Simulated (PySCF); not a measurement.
PySCF input file for C2H6FGaO, SMILES C[CH2][Ga]([OH])[F], PBE-D3(BJ)/def2-SVP. Coordinates come from a PBE-D3(BJ)/def2-SVP optimisation. The structure was generated by enumeration; whether it is a known compound was not checked. Other conformers were not sampled.

```python
import numpy as np
from pyscf import gto, scf, dft, df
from pyscf.hessian import thermo

mol = gto.M(
    atom='''
    Ga    0.02809685    0.38664241   -0.00000000
    F     1.05453099    1.83065600   -0.00000000
    C     0.82976556   -1.41574037   -0.00000000
    C    -0.17484308   -2.57210984    0.00000000
    H     1.49882665   -1.45048387   -0.88586928
    H     1.49882665   -1.45048387    0.88586928
    H    -0.83309381   -2.55267806    0.89297768
    H    -0.83309381   -2.55267806   -0.89297768
    H     0.33998109   -3.55590445    0.00000000
    O    -1.70811421    0.86710384    0.00000000
    H    -2.29784925    0.09068017    0.00000000
    ''',
    basis='def2-SVP',
    charge=0,
    spin=0,
    max_memory=1600,
    verbose=3,
)
mf = dft.RKS(mol, xc='pbe').density_fit(auxbasis='def2-universal-jkfit')
mf.disp = 'd3bj'
mf.grids.level = 3
mf.conv_tol = 1e-11
mf.max_cycle = 100
mf.kernel()

# [left out here: the lines that compute and print the analytic Hessian (its translational invariance restored by hand, since the grid's response is missing), thermochemistry and intensities]
```

It prints:

```
[...]
Mode                                 6                   7                   8
Irrep
Freq [cm^-1]                      339.7378            522.7008            622.7194
Reduced mass [au]                   1.0861              3.8209              1.2475
Force const [Dyne/A]                0.0739              0.6151              0.2850
Char temp [K]                     488.8071            752.0501            895.9546
Normal mode                   x     y     z       x     y     z       x     y     z
       0  Ga                 0.00  0.00  0.01    0.02 -0.03 -0.00   -0.00  0.00 -0.01
       1   F                -0.00 -0.00 -0.03   -0.03 -0.03  0.00   -0.00 -0.00  0.01
       2   C                 0.00  0.00 -0.00   -0.16  0.16 -0.00   -0.00  0.00  0.13
       3   C                 0.00  0.00  0.00    0.01  0.04  0.00    0.00  0.00  0.00
       4   H                 0.01 -0.00  0.01   -0.13  0.20  0.01   -0.47  0.16 -0.25
       5   H                -0.01  0.00  0.01   -0.13  0.20 -0.01    0.47 -0.16 -0.25
       6   H                 0.01 -0.00  0.01    0.01 -0.09  0.00   -0.19 -0.15 -0.13
       7   H                -0.01  0.00  0.01    0.01 -0.09 -0.00    0.19  0.15 -0.13
       8   H                -0.00 -0.00 -0.01    0.21  0.15  0.00    0.00  0.00 -0.08
       9   O                -0.00 -0.00  0.06    0.07 -0.02 -0.00    0.00 -0.00  0.01
      10   H                -0.00  0.00 -0.96    0.05 -0.01  0.00   -0.00  0.00 -0.02
Mode                                 9                  10                  11
Irrep
Freq [cm^-1]                      669.5247            687.8879            788.5171
Reduced mass [au]                  13.4892             18.0037              1.1105
Force const [Dyne/A]                3.5626              5.0193              0.4068
Char temp [K]                     963.2969            989.7175           1134.5006
Normal mode                   x     y     z       x     y     z       x     y     z
       0  Ga                -0.01  0.05  0.00    0.06  0.01 -0.00    0.01  0.01 -0.00
       1   F                -0.09 -0.13  0.00   -0.07 -0.10  0.00   -0.00 -0.01  0.00
       2   C                 0.03 -0.03 -0.00   -0.01  0.01  0.00   -0.01  0.00 -0.00
       3   C                -0.00 -0.02 -0.00    0.00  0.01  0.00   -0.00 -0.00 -0.00
       4   H                 0.03 -0.06  0.00   -0.01  0.01  0.00   -0.00 -0.02  0.00
       5   H                 0.03 -0.06 -0.00   -0.01  0.01 -0.00   -0.00 -0.02 -0.00
       6   H                -0.00  0.02 -0.00    0.00 -0.00  0.00   -0.00 -0.01 -0.00
       7   H                -0.00  0.02  0.00    0.00 -0.00 -0.00   -0.00 -0.01  0.00
       8   H                -0.06 -0.05  0.00    0.02  0.02 -0.00    0.03  0.01  0.00
       9   O                 0.13 -0.03 -0.00   -0.16  0.06 -0.00   -0.00 -0.07 -0.00
      10   H                 0.11 -0.01  0.00    0.00 -0.08  0.00   -0.77  0.54  0.00
Mode                                12                  13                  14
Irrep
Freq [cm^-1]                      918.2902            941.3525           1027.7489
Reduced mass [au]                   1.1079              1.2027              3.0305
Force const [Dyne/A]                0.5505              0.6279              1.8860
Char temp [K]                    1321.2151           1354.3966           1478.7019
Normal mode                   x     y     z       x     y     z       x     y     z
       0  Ga                 0.00  0.00  0.01    0.01 -0.00 -0.00   -0.00  0.00  0.00
       1   F                -0.00 -0.00 -0.00   -0.00  0.00  0.00   -0.00  0.00 -0.00
       2   C                 0.00  0.00 -0.05    0.00  0.04  0.00   -0.14 -0.13 -0.00
       3   C                -0.00 -0.00  0.07    0.01 -0.11 -0.00    0.14  0.07  0.00
       4   H                 0.01 -0.49 -0.02    0.03  0.43 -0.00   -0.13 -0.05  0.00
       5   H                -0.01  0.49 -0.02    0.03  0.43  0.00   -0.13 -0.05 -0.00
       6   H                -0.28 -0.29 -0.13   -0.05  0.23 -0.05    0.12  0.30 -0.03
       7   H                 0.28  0.29 -0.13   -0.05  0.23  0.05    0.12  0.30  0.03
       8   H                -0.00 -0.00 -0.25   -0.45 -0.35  0.00   -0.10 -0.05 -0.00
       9   O                 0.00 -0.00 -0.00   -0.00 -0.00 -0.00    0.00 -0.00  0.00
      10   H                -0.00  0.00  0.00   -0.02  0.02  0.00   -0.00  0.00 -0.00
Mode                                15                  16                  17
Irrep
Freq [cm^-1]                     1171.4243           1199.5760           1347.8701
Reduced mass [au]                   1.5102              1.2696              1.2001
Force const [Dyne/A]                1.2210              1.0764              1.2845
Char temp [K]                    1685.4188           1725.9228           1939.2850
Normal mode                   x     y     z       x     y     z       x     y     z
       0  Ga                 0.00  0.00 -0.00   -0.00  0.00 -0.00   -0.00  0.00  0.00
       1   F                -0.00 -0.00  0.00    0.00  0.00  0.00    0.00 -0.00  0.00
       2   C                 0.03 -0.15  0.00    0.00  0.00 -0.08   -0.02  0.00  0.00
       3   C                -0.05  0.06  0.00   -0.00 -0.00  0.11   -0.08 -0.09 -0.00
       4   H                -0.07  0.48 -0.09    0.21  0.47  0.06    0.16  0.01  0.12
       5   H                -0.07  0.48  0.09   -0.21 -0.47  0.06    0.16  0.01 -0.12
       6   H                 0.05 -0.15  0.07   -0.25 -0.17 -0.07    0.21  0.41  0.18
       7   H                 0.05 -0.15 -0.07    0.25  0.17 -0.07    0.21  0.41 -0.18
       8   H                 0.22  0.20  0.00    0.00  0.00 -0.21    0.45  0.21  0.00
       9   O                 0.01 -0.00  0.00   -0.00  0.00  0.00    0.00  0.00  0.00
      10   H                -0.01  0.01 -0.00    0.00 -0.00  0.00    0.01 -0.00 -0.00
Mode                                18                  19                  20
Irrep
Freq [cm^-1]                     1380.8839           1422.4476           1428.6028
Reduced mass [au]                   1.1154              1.0394              1.0345
Force const [Dyne/A]                1.2531              1.2391              1.2439
Char temp [K]                    1986.7845           2046.5854           2055.4413
Normal mode                   x     y     z       x     y     z       x     y     z
       0  Ga                -0.00  0.00  0.00    0.00 -0.00 -0.00   -0.00  0.00 -0.00
       1   F                 0.00  0.00 -0.00    0.00  0.00  0.00    0.00 -0.00  0.00
       2   C                -0.07 -0.03  0.00   -0.01  0.02 -0.00    0.00 -0.00 -0.02
       3   C                 0.01  0.05 -0.00   -0.04  0.03 -0.00    0.00 -0.00 -0.04
       4   H                 0.49  0.07  0.40   -0.03 -0.04 -0.01    0.03  0.04  0.00
       5   H                 0.49  0.07 -0.40   -0.03 -0.04  0.01   -0.03 -0.04  0.00
       6   H                -0.04 -0.16 -0.03    0.48 -0.16  0.37    0.07 -0.49  0.04
       7   H                -0.04 -0.16  0.03    0.48 -0.16 -0.37   -0.07  0.49  0.04
       8   H                -0.12 -0.02  0.00   -0.36 -0.17  0.00    0.00  0.00  0.68
       9   O                -0.00  0.00  0.00   -0.00 -0.00  0.00    0.00  0.00  0.00
      10   H                 0.00 -0.00 -0.00   -0.01  0.01 -0.00    0.00 -0.00 -0.00
Mode                                21                  22                  23
Irrep
Freq [cm^-1]                     2963.2364           2987.1000           3034.9870
Reduced mass [au]                   1.0372              1.0608              1.1021
Force const [Dyne/A]                5.3658              5.5766              5.9812
Char temp [K]                    4263.4374           4297.7718           4366.6705
Normal mode                   x     y     z       x     y     z       x     y     z
       0  Ga                -0.00  0.00 -0.00    0.00  0.00  0.00   -0.00  0.00  0.00
       1   F                 0.00 -0.00 -0.00   -0.00 -0.00  0.00   -0.00  0.00 -0.00
       2   C                 0.00  0.00  0.00    0.07 -0.00 -0.00    0.00 -0.00  0.08
       3   C                -0.03 -0.04  0.00   -0.01  0.00 -0.00    0.00 -0.00 -0.04
       4   H                 0.00 -0.00 -0.01   -0.39  0.02  0.56    0.36 -0.03 -0.46
       5   H                 0.00 -0.00  0.01   -0.39  0.02 -0.56   -0.36  0.03 -0.46
       6   H                 0.31 -0.02 -0.44    0.03  0.00 -0.04   -0.20  0.01  0.26
       7   H                 0.31 -0.02  0.44    0.03  0.00  0.04    0.20 -0.01  0.26
       8   H                -0.30  0.54  0.00    0.03 -0.06 -0.00   -0.00  0.00 -0.01
       9   O                 0.00 -0.00  0.00   -0.00  0.00  0.00    0.00  0.00  0.00
      10   H                 0.00  0.00 -0.00   -0.00 -0.00  0.00   -0.00 -0.00 -0.00
Mode                                24                  25                  26
Irrep
Freq [cm^-1]                     3041.9046           3055.9446           3733.6302
Reduced mass [au]                   1.1025              1.1032              1.0669
Force const [Dyne/A]                6.0105              6.0700              8.7625
Char temp [K]                    4376.6235           4396.8239           5371.8625
Normal mode                   x     y     z       x     y     z       x     y     z
       0  Ga                 0.00  0.00 -0.00    0.00  0.00  0.00    0.00 -0.00  0.00
       1   F                -0.00 -0.00  0.00   -0.00 -0.00  0.00    0.00  0.00  0.00
       2   C                 0.01 -0.00 -0.00    0.00 -0.00  0.04    0.00  0.00  0.00
       3   C                 0.07 -0.05 -0.00    0.00 -0.00  0.08    0.00  0.00  0.00
       4   H                -0.04  0.00  0.06    0.20 -0.01 -0.26   -0.00 -0.00  0.00
       5   H                -0.04  0.00 -0.06   -0.20  0.01 -0.26   -0.00 -0.00 -0.00
       6   H                -0.24  0.00  0.35    0.35 -0.02 -0.47   -0.00  0.00  0.00
       7   H                -0.24  0.00 -0.35   -0.35  0.02 -0.47   -0.00  0.00 -0.00
       8   H                -0.35  0.65 -0.00   -0.00  0.00  0.02   -0.00 -0.00 -0.00
       9   O                -0.00  0.00 -0.00    0.00  0.00  0.00   -0.04 -0.05 -0.00
      10   H                -0.00  0.00  0.00   -0.00 -0.00  0.00    0.60  0.76  0.00
temperature 298.1500 [K]
pressure 101325.00 [Pa]
Rotational constants [GHz] 5.55693 2.28547 1.65322
Symmetry number 1
Zero-point energy (ZPE) 0.07796 [Eh]   204689.335 [J/mol]
                           tot       elec      trans        rot        vib
Entropy [J/mol/K]       374.026      0.000    169.904    113.506     90.617
Cv [J/mol/K]            106.843      0.000     12.472     12.472     81.900
Cp [J/mol/K]            115.158      0.000     20.786     12.472     81.900
Internal energy [J/mol]                      3718.434   3718.434 218119.980
Internal energy [Eh]   -2178.71793  -2178.80384
Enthalpy [J/mol]                             6197.391   3718.434 218119.980
Enthalpy [Eh]          -2178.71699
Gibbs free energy [J/mol]                  -44459.341 -30123.418 191102.654
Gibbs free energy [Eh] -2178.75946
mode   freq/cm-1   IR/(km/mol)
   1       33.43         2.748
   2       81.61         5.382
   3      137.15        14.245
   4      191.11        12.903
   5      231.34         3.093
   6      260.66         7.494
   7      339.74        71.420
   8      522.70         4.889
   9      622.72        22.907
  10      669.52        63.058
  11      687.89        98.960
  12      788.52        94.572
  13      918.29         1.125
  14      941.35         5.343
  15     1027.75         6.848
  16     1171.42         2.716
  17     1199.58         2.001
  18     1347.87         3.895
  19     1380.88         4.070
  20     1422.45         2.286
  21     1428.60         7.978
  22     2963.24        29.022
  23     2987.10         6.419
  24     3034.99         0.116
  25     3041.90        14.985
  26     3055.94        18.703
  27     3733.63        39.135
max |gradient| / (hartree/bohr): 0.0002311591703208914
APT charges: [ 1.2506 -0.6013 -0.1624  0.0505 -0.0124 -0.0124 -0.0087 -0.0087 -0.0282
 -0.6982  0.2312]
```

The calculation finished and met its thresholds.
